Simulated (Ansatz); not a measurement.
## Ligand exchange: CH3K + GaH2(NH2) → KNH2 + GaH2(CH3)

Species: CH3K `[CH3][K]`, singlet; GaH2(NH2), singlet; KNH2 `[NH2][K]`, singlet; GaH2(CH3), singlet. The partners trade CH3 for NH2: K–CH3 and Ga–NH2 bonds give way to K–NH2 and Ga–CH3.

Shapes, held fixed at every level: PBE0-D4/def2-TZVP. Programs: Ansatz 0.2.0. Electronic energies: no zero-point or thermal term.

```json
{"level": "HF/def2-SVP", "kind": "Hartree–Fock", "ΔE (kJ/mol)": "+4.7", "less CCSD(T)/def2-TZVPP": "+6.9"}
{"level": "HF/def2-TZVPP", "kind": "Hartree–Fock", "ΔE (kJ/mol)": "-7.8", "less CCSD(T)/def2-TZVPP": "-5.6"}
{"level": "B3LYP-D4/def2-TZVPP", "kind": "global hybrid", "ΔE (kJ/mol)": "-0.6", "less CCSD(T)/def2-TZVPP": "+1.6"}
{"level": "r2SCAN0-D4/def2-TZVPP", "kind": "global hybrid", "ΔE (kJ/mol)": "-8.9", "less CCSD(T)/def2-TZVPP": "-6.7"}
{"level": "CCSD(T)/def2-SVP", "kind": "coupled cluster or CI", "ΔE (kJ/mol)": "+14.9", "less CCSD(T)/def2-TZVPP": "+17.1"}
{"level": "CCSD/def2-SVP", "kind": "coupled cluster or CI", "ΔE (kJ/mol)": "+12.3", "less CCSD(T)/def2-TZVPP": "+14.5"}
{"level": "CCSD(T)/def2-TZVPP", "kind": "coupled cluster or CI", "ΔE (kJ/mol)": "-2.2", "less CCSD(T)/def2-TZVPP": "0.0"}
```

The highest level, CCSD(T)/def2-TZVPP, gives ΔE = -2.2 kJ/mol; the levels span -8.9 to +14.9. That is about zero within the method's error. They disagree on the sign: 3 of 7 are positive. The column of differences is taken from that level and isn't an error. No measured value is set beside it here. Relativity is left out for Ga unless named. Correlated rows may include outer-core shells of Ga, K, which these sets cover unevenly.
